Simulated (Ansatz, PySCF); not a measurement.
1-bromobuta-1,2-diene (C₄H₅Br), SMILES C(=CBr)=CC.

Geometry: PBE0-D3(BJ)/def2-SVP.

Vertical ionisation energy (IE) and electron affinity (EA) in eV. Rows of orbital energies are one-electron estimates. Where ΔSCF, EOM or ADC give a negative EA the extra electron is unbound and the value depends on the basis.

```json
[
 {"level": "−ε(HOMO), −ε(LUMO), HF/def2-TZVP (PySCF)", "IE": "9.67", "EA": "-3.05"},
 {"level": "−ε(HOMO), −ε(LUMO), PBE/def2-TZVP (PySCF)", "IE": "5.97", "EA": "1.78"},
 {"level": "ΔSCF, PBE0/def2-SVPD (Ansatz), final states of multiplicity 2 and 2", "IE": "9.16", "EA": "-0.73"},
 {"level": "ΔSCF, PBE/def2-SVPD (Ansatz), final states of multiplicity 2 and 2", "IE": "___", "EA": "___"}
]
```

**Question.** Complete the blanks. (The exact figures need the calculation; the answer reports its results.)

**Answer.** 
- ΔSCF, PBE/def2-SVPD (Ansatz, a program for electronic structure), final states of multiplicity 2 and 2, IE: 8.96
- ΔSCF, PBE/def2-SVPD (Ansatz), final states of multiplicity 2 and 2, EA: -0.58

**Question.** What vertical singlet–triplet gap does ΔSCF give with PBE0/def2-SVPD (Ansatz) and with PBE/def2-SVPD (Ansatz)? (Estimate from the structure and the level; the computed values follow.)

**Answer.** 4.07 and 3.99 eV (triplet above singlet where positive).
